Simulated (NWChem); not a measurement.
GeNH4Br; SMILES [NH2][GeH2][Br]

```xyz
7

Ge     0.3823     0.9126     0.0496
N     -1.0973     1.9598     0.1652
Br    -0.0945    -1.3433    -0.3400
H      1.2132     1.3797    -1.1496
H      1.1159     0.9630     1.3933
H     -1.7134     1.7564     0.9481
H     -1.6528     2.0228    -0.6840
```
Atoms are numbered in this order, from 1.

Level: PBE0/def2-SVP (NWChem), optimised geometry, unscaled harmonic frequencies. This build's default masses of Se (78.918 u) and Br (79.917 u) are each other's, which moves their modes by up to 0.6 %.

Problem. List the harmonic frequencies with IR intensities, and the thermochemistry.

Solution. 
```json
[
 {"frequency (cm⁻¹)": "167", "IR intensity (km/mol)": "8.9"},
 {"frequency (cm⁻¹)": "244", "IR intensity (km/mol)": "32.4"},
 {"frequency (cm⁻¹)": "292", "IR intensity (km/mol)": "31.4"},
 {"frequency (cm⁻¹)": "468", "IR intensity (km/mol)": "19.5"},
 {"frequency (cm⁻¹)": "557", "IR intensity (km/mol)": "244.9"},
 {"frequency (cm⁻¹)": "681", "IR intensity (km/mol)": "2.4"},
 {"frequency (cm⁻¹)": "718", "IR intensity (km/mol)": "68.1"},
 {"frequency (cm⁻¹)": "799", "IR intensity (km/mol)": "132.3"},
 {"frequency (cm⁻¹)": "845", "IR intensity (km/mol)": "62.7"},
 {"frequency (cm⁻¹)": "922", "IR intensity (km/mol)": "27.5"},
 {"frequency (cm⁻¹)": "1554", "IR intensity (km/mol)": "24.0"},
 {"frequency (cm⁻¹)": "2192", "IR intensity (km/mol)": "66.1"},
 {"frequency (cm⁻¹)": "2203", "IR intensity (km/mol)": "104.1"},
 {"frequency (cm⁻¹)": "3578", "IR intensity (km/mol)": "29.6"},
 {"frequency (cm⁻¹)": "3678", "IR intensity (km/mol)": "33.2"}
]
```

The zero-point energy is 27.0 kcal/mol. The thermal correction to the enthalpy at 298.15 K (with zero-point energy) is 30.9 kcal/mol and the heat capacity Cv comes out as 17.2 cal/(mol K). The entropy at 298.15 K and 1 atm (symmetry number 1) comes out as 76.0 cal/(mol K). The dipole moment is 1.87 D.

Rigid rotor and harmonic oscillator.
